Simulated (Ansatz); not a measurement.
```yaml
crystal:
  periodic: [false, false, false]
  atoms:
    - {symbol: Al, position_ang: [0.380694, 1.301555, 0.672953]}
    - {symbol: O, position_ang: [1.227027, 1.608917, 2.214581]}
    - {symbol: O, position_ang: [-0.106969, 2.703268, -0.115707]}
    - {symbol: O, position_ang: [0.016226, -0.183747, 0.096706]}
    - {symbol: Al, position_ang: [-0.395025, -1.513936, -0.823412]}
    - {symbol: O, position_ang: [-1.797321, -2.470422, -0.369755]}
    - {symbol: O, position_ang: [0.371331, -2.035131, -2.258693]}
    - {symbol: H, position_ang: [1.590566, 0.848205, 2.709332]}
    - {symbol: H, position_ang: [-0.053800, 3.627017, 0.153630]}
    - {symbol: H, position_ang: [-2.250589, -2.354591, 0.417486]}
    - {symbol: H, position_ang: [1.036825, -1.548184, -2.672004]}
basis:
  gaussian: {orbitals: STO-3G}
magnetization: {spin_polarized: false, initial_magnetization: 2}
hamiltonian: {xc: {name: BHLYP}}
scf: {lower_state_search: full}
output: {forces: true}
```

```sh
$ ansatz run in.yaml --threads 4 --pin off --events-out ev --progress --plain --max-ram 4787MiB
```

Output, abridged:

```
Functional definition: BHLYP
  name "BHLYP"
  cite "Becke, J. Chem. Phys. 98, 1372 (1993) doi:10.1063/1.464304"
  cite "Becke, Phys. Rev. A 38, 3098 (1988) doi:10.1103/PhysRevA.38.3098"
  cite "Lee, Yang & Parr, Phys. Rev. B 37, 785 (1988) doi:10.1103/PhysRevB.37.785"
  parameter a = 0.5
  exchange = (1 - a)*b88_x + a*exact_x
  correlation = lyp_c
607 factors; integrals over basis functions are off by at most 4.1e-5 eV
mean field evaluation 1: about -23176.4963 eV, gradient 4.6e1 eV
mean field evaluation 2: about -23176.5545 eV, gradient 4.6e1 eV
mean field evaluation 4: about -23179.7590 eV, gradient 2.8e1 eV
mean field evaluation 8: about -23181.9851 eV, gradient 2.5e1 eV
mean field evaluation 16: about -23185.1837 eV, gradient 7.4e-2 eV
mean field evaluation 32: about -22950.5342 eV, gradient 2.3e2 eV
mean field evaluation 64: about -23184.3225 eV, gradient 2.3e0 eV
mean field evaluation 96: about -22973.5681 eV, gradient 2.3e2 eV
mean field evaluation 128: about -22950.2839 eV, gradient 2.3e2 eV
mean field evaluation 160: about -22953.8140 eV, gradient 2.3e2 eV
mean field evaluation 192: about -22949.9359 eV, gradient 2.6e2 eV
mean field evaluation 224: about -22954.7452 eV, gradient 2.6e2 eV
mean field evaluation 256: about -22933.6326 eV, gradient 2.3e2 eV
mean field evaluation 288: about -23181.9810 eV, gradient 2.1e1 eV
mean field evaluation 320: about -22870.4031 eV, gradient 1.5e2 eV
mean field evaluation 352: about -22947.9155 eV, gradient 1.6e2 eV
mean field evaluation 384: about -23185.1308 eV, gradient 5.4e-1 eV
mean field evaluation 416: about -23174.4856 eV, gradient 4.5e1 eV
mean field -23185.18383818 eV, -852.0397905712 hartree, gradient 2.6e-6 eV, S^2 2.000000; 12 other end points of the search recorded, 0 dependent functions left out
the calculation of the forces begins
reference -23185.18400490 eV, -852.0397966979 hartree; 36, 34 occupied and 11, 13 virtual orbitals, 607 factors
Total energy: -23185.18400490 eV, -852.0397966979 hartree
Atom 0 at     0.380694     1.301555     0.672953 Å, force     3.146557     7.009173     4.530230 eV/Å
Atom 1 at     1.227027     1.608917     2.214581 Å, force    -1.522643     1.803823    -2.135792 eV/Å
Atom 2 at    -0.106969     2.703268    -0.115707 Å, force    -0.715824    -2.436938    -1.349844 eV/Å
Atom 3 at     0.016226    -0.183747     0.096706 Å, force    -0.380577    -1.861031     0.157793 eV/Å
Atom 4 at    -0.395025    -1.513936    -0.823412 Å, force    -2.079929    -5.316488    -2.031859 eV/Å
Atom 5 at    -1.797321    -2.470422    -0.369755 Å, force     3.966686    -0.590509    -6.590889 eV/Å
Atom 6 at     0.371331    -2.035131    -2.258693 Å, force    -4.622029    -3.366252     2.357760 eV/Å
Atom 7 at     1.590566     0.848205     2.709332 Å, force     0.344720    -1.702041     0.367547 eV/Å
Atom 8 at    -0.053800     3.627017     0.153630 Å, force     0.479048     1.734929     1.241813 eV/Å
Atom 9 at    -2.250589    -2.354591     0.417486 Å, force    -2.492241     1.426366     5.410411 eV/Å
Atom 10 at     1.036825    -1.548184    -2.672004 Å, force     3.876232     3.298968    -1.957170 eV/Å
Dipole moment:     0.169051     0.175499     0.247884 e Å
```

Run time 11 s (4 threads of Arm Neoverse V2 on a shared host).

With spin_polarized false and unpaired electrons the run is restricted open-shell.
